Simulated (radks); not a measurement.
The numbers below are computed, except where a source is named.
The molybdenum ion Mo+, configuration [Kr] 4d5 5s(up 0, down 0) (the NIST ground configuration). Code: a radial shooting solver on a logarithmic mesh with Libxc functionals. Model: scalar-relativistic Kohn-Sham, r2SCAN, spin-polarised, spherical densities, finite nucleus; open shells are filled with parallel spins first (spin-orbit coupling, left out, can overturn this in heavy ions); meta-GGA in the generalised Kohn-Sham scheme; Fermi nuclear charge, rms radius 4.4091 fm. Some entries of the table are withheld. Estimate them.

orbital  occ.  eigenvalue (eV)  <r> (bohr)
1s down     1        -19871.79     0.03517
1s up       1        -19871.75     0.03517
2s up       1        -2824.059      0.1536
2s down     1        -2823.331      0.1536
2p up       3        -2522.644      0.1340
2p down     3        -2522.127      0.1339
3s up       1        -490.9470      0.4278
3s down     1        -490.7291      0.4279
3p up       3        -391.2629      0.4299
3p down     3        -390.9741      0.4300
3d up       5        -229.6626      0.4153
3d down     5        -229.0876      0.4153
4s up       1         -73.7879         (1)
4s down     1         -70.3470         (2)
4p up       3         -47.4945       1.250
4p down     3         -43.5372       1.231
4d up       5         -11.5885       1.846
5s up       0         -10.1205       3.165

Answer. 
(1) 4s up <r> (bohr): 1.119
(2) 4s down <r> (bohr): 1.107
